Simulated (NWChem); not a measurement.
System: BeH$_{2}$Se; SMILES [BeH][SeH]

Here is an NWChem input.

```
start job
memory heap 200 mb stack 900 mb global 1100 mb
geometry units angstroms noautoz
  Be     0.104834    -1.553191     0.000000
  H      0.048291    -2.878659     0.000000
  Se     0.223681     0.486062     0.000000
  H     -1.257425     0.579550     0.000000
end
basis spherical
  * library aug-pcseg-1
end
dft
  xc xtpss03 ctpss03
  iterations 150
  mulliken
end
task dft energy
```

Coordinates come from a B3LYP/6-31G* (spherical d) optimisation.

### Question
Predict the main results of this run. (TPSS/aug-pcseg-1.) Quantities: basis functions; energy (Ha); highest occupied level (eV); orbital gap (eV); dipole (D).

### Answer
```yaml
number_of_basis_functions: 67
energy (Ha): -2417.18
highest occupied level (eV): -6.39
orbital gap (eV): 4.66
dipole (D): 0.48
```
